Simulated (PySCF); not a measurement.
CH₆O₂Si₃, SMILES O=C1O[SiH2][Si@H]1[SiH3].

The structure is a stationary point at B3LYP-D3(BJ)/def2-SVP. The structure was generated by enumeration; whether it is a known compound was not checked.

The numbers are results of PySCF with TDDFT-B3LYP/def2-SVPD, not measurements.

Vertical excitations. The molecule is in vacuum.

```tsv
state	energy (eV)	λ (nm)	f	main pairs
S1	4.57	271	0.003	HOMO→LUMO 95 %
S2	5.37	231	0.029	HOMO→LUMO+1 90 %
S3	5.61	221	0.021	HOMO−1→LUMO 71 %, HOMO→LUMO+2 19 %
S4	5.80	214	0.053	HOMO→LUMO+2 65 %, HOMO−1→LUMO 19 %
S5	6.07	204	0.138	HOMO−1→LUMO+1 61 %, HOMO−1→LUMO+2 19 %
S6	6.17	201	0.014	HOMO→LUMO+3 67 %, HOMO−1→LUMO+2 11 %
S7	6.27	198	0.078	HOMO−1→LUMO+2 66 %, HOMO→LUMO+3 17 %, HOMO−1→LUMO+1 11 %
S8	6.34	196	0.036	HOMO→LUMO+4 57 %, HOMO→LUMO+5 19 %, HOMO→LUMO+3 10 %
S9	6.59	188	0.025	HOMO→LUMO+5 67 %, HOMO→LUMO+4 28 %
S10	6.83	181	0.004	HOMO−2→LUMO+1 92 %
T1	4.00	310	0	HOMO→LUMO 91 %
T2	4.85	255	0	HOMO→LUMO+1 89 %
T3	5.17	240	0	HOMO−1→LUMO 82 %
T4	5.20	238	0	HOMO→LUMO+2 69 %, HOMO−1→LUMO+1 13 %, HOMO−1→LUMO 11 %
```
Triplets are in the Tamm–Dancoff approximation, which puts them higher than full response would, so one can lie above its singlet here.
